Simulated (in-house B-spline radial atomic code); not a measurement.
The outermost shell (largest non-relativistic mean radius) with and without relativity; Dirac values are averaged over j. Computed with a B-spline radial code for spherical atoms: non-relativistic Hartree-Fock and Dirac-Hartree-Fock, averages of the configuration (point nuclei without relativity, finite nuclei with it).

| ion | configuration | outermost shell | radius non-relativistic (bohr) | radius Dirac (bohr) | radius change (%) | level non-relativistic (eV) | level Dirac (eV) | spin-orbit splitting (eV) |
| --- | --- | --- | --- | --- | --- | --- | --- | --- |
| B | [He] 2s2 2p1 | 2p | 2.2048 | 2.205 | 0.011121 | -8.432 | -8.4288 | 0.0025293 |
| Al | [Ne] 3s2 3p1 | 3p | 3.4339 | 3.436 | 0.061554 | -5.713 | -5.7031 | 0.014586 |
| Ga | [Ar] 3d10 4s2 4p1 | 4p | 3.4243 | 3.4226 | -0.04723 | -5.674 | -5.6364 | 0.098205 |
| In | [Kr] 4d10 5s2 5p1 | 5p | 3.7779 | 3.7607 | -0.45707 | -5.368 | -5.3015 | 0.26388 |
| Tl | [Xe] 4f14 5d10 6s2 6p1 | 6p | 3.9263 | 3.8471 | -2.0164 | -5.235 | -5.1198 | 0.94725 |
